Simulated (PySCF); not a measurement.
# Mayer bond orders and bond lengths

Compound: C7H11NSi2.
SMILES with atom numbers: `[SiH3:1][N:2]([SiH3:3])[c:4]1[cH:5][cH:6][cH:7][c:8]2[c:9]1[CH2:10]2` (hydrogens: H11, H12, H13 on Si1; H14, H15, H16 on Si3; H17 on C5; H18 on C6; H19 on C7; H20, H21 on C10)

Geometry (GFN2-xTB, Å), atoms numbered from 1 in this order:
```xyz
21
C7H11NSi2 angstrom
Si    -2.6824   -0.9684    0.1609
N     -1.3842    0.1481   -0.1819
Si    -1.5859    1.7452   -0.8747
C     -0.0687   -0.1962    0.0885
C      0.3284   -1.4089    0.7050
C      1.6449   -1.7362    0.9686
C      2.7281   -0.8946    0.6498
C      2.3192    0.2590    0.0624
C      1.0124    0.5881   -0.2001
C      2.0688    1.5710   -0.5924
H     -2.4536   -2.2138   -0.5773
H     -2.7490   -1.2113    1.6054
H     -3.9030   -0.3194   -0.3017
H     -3.0210    1.9360   -1.0455
H     -0.8922    1.7901   -2.1635
H     -1.0309    2.7267    0.0595
H     -0.4387   -2.1146    0.9862
H      1.8498   -2.6858    1.4425
H      3.7491   -1.1703    0.8634
H      2.3144    1.6912   -1.6426
H      2.1856    2.4811   -0.0129
```

Bond orders from the PBE0/pcSseg-1 density (PySCF). Geometry: GFN2-xTB; no solvent, vibrations or thermal averaging.

Task: How far do the computed orders between heavy atoms stray from the drawn ones?

Result: The largest departure is 0.284, at C8–C9 (drawn aromatic, 1.216), counting aromatic bonds as 1.5. The bonds drawn aromatic range from 1.22 to 1.57.

Task: Set the Mayer orders of the bonds beside their lengths.

Result: 
| bond | drawn as | length (Å) | Mayer order |
| --- | --- | --- | --- |
| Si1–N2 | single | 1.746 | 0.901 |
| N2–Si3 | single | 1.752 | 0.887 |
| N2–C4 | single | 1.386 | 0.965 |
| C4–C5 | aromatic | 1.417 | 1.319 |
| C5–C6 | aromatic | 1.382 | 1.573 |
| C6–C7 | aromatic | 1.408 | 1.364 |
| C7–C8 | aromatic | 1.358 | 1.497 |
| C8–C9 | aromatic | 1.373 | 1.216 |
| C9–C10 | single | 1.495 | 0.968 |
| C9–C4 | aromatic | 1.366 | 1.396 |
| C10–C8 | single | 1.487 | 1.040 |
| Si1–H11 | single | 1.466 | 0.933 |
| Si1–H12 | single | 1.466 | 0.931 |
| Si1–H13 | single | 1.458 | 0.956 |
| Si3–H14 | single | 1.458 | 0.949 |
| Si3–H15 | single | 1.464 | 0.933 |
| Si3–H16 | single | 1.464 | 0.935 |
| C5–H17 | single | 1.080 | 0.934 |
| C6–H18 | single | 1.081 | 0.953 |
| C7–H19 | single | 1.079 | 0.969 |
| C10–H20 | single | 1.085 | 0.915 |
| C10–H21 | single | 1.085 | 0.915 |

Bonds between the same two heavy elements. N–Si: all 2 within 0.02 of one another (0.887 to 0.901). C–C: lowest C9–C10 (0.968, 1.495 Å), highest C5–C6 (1.573, 1.382 Å); in 5 of the 28 pairs the longer bond (by over 0.003 Å) has the higher order (by 0.02 or more).

Task: Sum the orders of all bonds at each heavy atom with more than one neighbour and set the sums beside the valence in the SMILES.

Result: Si1 3.721 (drawn 4), N2 2.753 (drawn 3), Si3 3.704 (drawn 4), C4 3.680 (drawn 4), C5 3.826 (drawn 4), C6 3.890 (drawn 4), C7 3.830 (drawn 4), C8 3.753 (drawn 4), C9 3.580 (drawn 4), C10 3.838 (drawn 4). Orders between atoms that aren't bonded are not in these sums.

Mayer orders depend on the basis set.

These values come from a run that also computed NMR shieldings. The run took about 2.6 min of CPU time (one thread, shared machine).
